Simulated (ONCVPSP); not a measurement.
# Which change was made? (Li, ONCV)

ONCVPSP 4.0.1 input, shortened (lines: element, Z, core and valence counts, functional; n l f; lmax; l rc ep ncon nbas qcut; lloc lpopt rc5 dvloc0; l nproj debl; icmod fcfact rcfact), PBE, scalar-relativistic:

```
  Li 3.00    0    2        4      upf
    1    0    2.00
    2    1    1.00
    2
    0    0.45    0.00    4    7   11.90
    1    4.00    0.00    4    7    2.20
    2    3.30    0.32    4    8    2.90
    4    3    0.35    0.00
    0    2    2.80
    1    3    2.50
    2    2    2.20
    0    0.00    0.00
```

Cutoffs, loose and tight: the cutoffs (Ha) at which the residual kinetic energy of the hardest occupied pseudo-wave falls to 1 and 0.1 mHa per electron. They do not see the model core or the augmentation charge, which bear on the density cutoff. Test errors are all-electron minus pseudo excitation energies from the reference, over the configurations 1s2 2s1 2p0; 1s2 2p0; 1s2 2s0.5 2p0; 1s1 2s1 2p0; variants that change the core or the reference have their own tests.

The base gives: outcome: generated; cutoff, loose: 510 Ha; cutoff, tight: 620 Ha; bound ghosts: none; GHOST(+) flags above zero: s, p; largest test error (meV): +164.

(1) After one change the result is: outcome: generated; cutoff, loose: 510 Ha; cutoff, tight: 620 Ha; bound ghosts: none; GHOST(+) flags above zero: s; largest test error (meV): +120. Which change was it?
A. p: rc 4.74
B. p: rc 5.62
C. p: rc 2.86

Answers

(1) C. The others give: p: rc 4.74 → outcome: generated; cutoff, loose: 510 Ha; cutoff, tight: 620 Ha; bound ghosts: none; GHOST(+) flags above zero: s, p; largest test error (meV): +212 | p: rc 5.62 → outcome: generated; cutoff, loose: 510 Ha; cutoff, tight: 620 Ha; bound ghosts: none; GHOST(+) flags above zero: s; largest test error (meV): +278.
